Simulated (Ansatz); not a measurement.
**Ligand exchange: C2H6O + CH8O3Si2 → C2H6O2 + CH8O2Si2**

Species: C2H6O (dimethyl ether) `COC`, singlet; CH8O3Si2 `CO[SiH](O)O[SiH3]`, singlet; C2H6O2 `COCO`, singlet; CH8O2Si2 `CO[SiH2]O[SiH3]`, singlet. The partners trade H for OH: C–H and Si–OH bonds give way to C–OH and Si–H.

Shapes, held fixed at every level: PBE0-D4/def2-TZVP. Flexible molecules stand in one conformer, not always the lowest. Programs: Ansatz 0.2.0. Electronic energies: no zero-point or thermal term.

```tsv
level	kind	ΔE (kJ/mol)	less CCSD(T)/CBS estimate
r2SCAN-D4/def2-TZVPP	meta-GGA	+167.0	-1.5
PBE0-D4/def2-TZVPP	global hybrid	+160.3	-8.2
wB97X-V/def2-TZVPP	range-separated hybrid	+160.2	-8.3
MP2/def2-TZVPP	perturbation theory	+171.1	+2.6
CCSD(T)/def2-TZVPP	coupled cluster or CI	+165.1	-3.4
CCSD/def2-TZVPP	coupled cluster or CI	+166.9	-1.6
CCSD(T)/CBS estimate	coupled cluster or CI	+168.5	0.0
```

The highest level, CCSD(T)/CBS estimate, gives ΔE = +168.5 kJ/mol; the levels span +160.2 to +171.1. The column of differences is taken from that level and isn't an error. No measured value is set beside it here. The CBS estimate extrapolates MP2 from def2-TZVPP and def2-QZVPP and adds CCSD(T) − MP2 in the triple-zeta set, cores frozen.
